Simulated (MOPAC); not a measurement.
Input for MOPAC: PM7 on H6 chain, a point of a bond scan (R = 0.900 Å).

```
PM7 1SCF PRECISE CHARGE=0 THREADS=1
H6

H      0.00000000 1     0.00000000 1     0.00000000 1
H      0.00000000 1     0.00000000 1     0.90000000 1
H      0.00000000 1     0.00000000 1     1.80000000 1
H      0.00000000 1     0.00000000 1     2.70000000 1
H      0.00000000 1     0.00000000 1     3.60000000 1
H      0.00000000 1     0.00000000 1     4.50000000 1
```

It printed:

```
*******************************************************************************
 **                                                                           **
 **                              MOPAC v23.2.5                                **
 **                                                                           **
 *******************************************************************************
 ** MOPAC's Digital Object Identifier: https://doi.org/10.5281/zenodo.6511958 **
 **                                                                           **
 ** Please cite the open-source release paper for use of this MOPAC version:  **
 ** J. E. Moussa and J. J. P. Stewart (2026)                                  **
 ** MOPAC: An open-source semiempirical molecular orbital program             **
 ** J. Open Source Softw., 11(119), 8025, https://doi.org/10.21105/joss.08025 **
 *******************************************************************************

                              PM7 CALCULATION RESULTS

 *******************************************************************************
 *  PM7        - The PM7 Hamiltonian to be used
 *
 *
 *
 *                 CHARGE ON SYSTEM = 0
 *
 *
 *
 *  PRECISE    - TIGHTER CRITERIA TO BE USED
 *  1SCF       - DO 1 SCF AND THEN STOP
 *  THREADS=1  - MULTI-THREADING NOT USED
 *  T=         - A TIME OF 172800.0 SECONDS REQUESTED
 *  DUMP=N     - RESTART FILE WRITTEN EVERY 7200.0 SECONDS REQUESTED
 *******************************************************************************
PM7 1SCF PRECISE CHARGE=0 THREADS=1
 H6

   ATOM   CHEMICAL          X               Y               Z
  NUMBER   SYMBOL      (ANGSTROMS)     (ANGSTROMS)     (ANGSTROMS)

     1       H          0.00000000  *   0.00000000  *   0.00000000  *
     2       H          0.00000000  *   0.00000000  *   0.90000000  *
     3       H          0.00000000  *   0.00000000  *   1.80000000  *
     4       H          0.00000000  *   0.00000000  *   2.70000000  *
     5       H          0.00000000  *   0.00000000  *   3.60000000  *
     6       H          0.00000000  *   0.00000000  *   4.50000000  *



          CARTESIAN COORDINATES

    NO.       ATOM           X           Y           Z

     1         H          0.0000      0.0000      0.0000
     2         H          0.0000      0.0000      0.9000
     3         H          0.0000      0.0000      1.8000
     4         H          0.0000      0.0000      2.7000
     5         H          0.0000      0.0000      3.6000
     6         H          0.0000      0.0000      4.5000

 General Reference for PM7:
 "Optimization of Parameters for Semiempirical Methods VI: More Modifications to the
 NDDO Approximations and Re-optimization of Parameters", J. J. P. Stewart, J. Mol. Mod., 1:32, 19 (2013)
 https://link.springer.com/article/10.1007/s00894-012-1667-x

           Empirical Formula: H6  =     6 atoms



      MOLECULAR POINT GROUP   :   D*h


      RHF CALCULATION, NO. OF DOUBLY OCCUPIED LEVELS = 3


 -------------------------------------------------------------------------------
 PM7 1SCF PRECISE CHARGE=0 THREADS=1
 H6



     1SCF WAS SPECIFIED, SO BFGS WAS NOT USED
     SCF FIELD WAS ACHIEVED


                              PM7 CALCULATION
                                                       MOPAC v23.2.5 Linux




          FINAL HEAT OF FORMATION =        -39.11869 KCAL/MOL =    -163.67262 KJ/MOL


          COSMO AREA              =         57.93 SQUARE ANGSTROMS
          COSMO VOLUME            =         32.36 CUBIC ANGSTROMS

          IONIZATION POTENTIAL    =          8.489974 EV
          HOMO LUMO ENERGIES (EV) =         -8.490  3.519
          NO. OF FILLED LEVELS    =          3
          MOLECULAR WEIGHT        =          6.0474         POINT GROUP:  D*h

          MOLECULAR DIMENSIONS (Angstroms)

            Atom       Atom       Distance
            H     6    H     1     4.50000
            H     6    H     1     0.00000
            H     1    H     2     0.00000


          SCF CALCULATIONS        =          1





   ATOM   CHEMICAL          X               Y               Z
  NUMBER   SYMBOL      (ANGSTROMS)     (ANGSTROMS)     (ANGSTROMS)

     1       H          0.00000000  *   0.00000000  *   0.00000000  *
     2       H          0.00000000  *   0.00000000  *   0.90000000  *
     3       H          0.00000000  *   0.00000000  *   1.80000000  *
     4       H          0.00000000  *   0.00000000  *   2.70000000  *
     5       H          0.00000000  *   0.00000000  *   3.60000000  *
     6       H          0.00000000  *   0.00000000  *   4.50000000  *

                             CARTESIAN COORDINATES

   1    H        0.000000000     0.000000000     0.000000000
   2    H        0.000000000     0.000000000     0.900000000
   3    H        0.000000000     0.000000000     1.800000000
   4    H        0.000000000     0.000000000     2.700000000
   5    H        0.000000000     0.000000000     3.600000000
   6    H        0.000000000     0.000000000     4.500000000


           Empirical Formula: H6  =     6 atoms



      MOLECULAR POINT GROUP   :   D*h


                  EIGENVALUES
 -20.38860 -14.60330  -8.48997   3.51881   6.67052   8.16465


              NET ATOMIC CHARGES AND DIPOLE CONTRIBUTIONS

  ATOM NO.   TYPE          CHARGE      No. of ELECS.   s-Pop
    1          H          -0.073587        1.0736     1.07359
    2          H           0.064201        0.9358     0.93580
    3          H           0.009386        0.9906     0.99061
    4          H           0.009386        0.9906     0.99061
    5          H           0.064201        0.9358     0.93580
    6          H          -0.073587        1.0736     1.07359
 DIPOLE           X         Y         Z       TOTAL
 POINT-CHG.     0.000     0.000     0.000     0.000
 HYBRID         0.000     0.000     0.000     0.000
 SUM            0.000     0.000     0.000     0.000


          ATOMIC ORBITAL ELECTRON POPULATIONS

     Atom    s
    1  H   1.07359
    2  H   0.93580
    3  H   0.99061
    4  H   0.99061
    5  H   0.93580
    6  H   1.07359

 **********************
 *                    *
 * JOB ENDED NORMALLY *
 *                    *
 **********************




 == MOPAC DONE ==
```

The run finished.

Cost: very roughly 0.03 core-seconds.
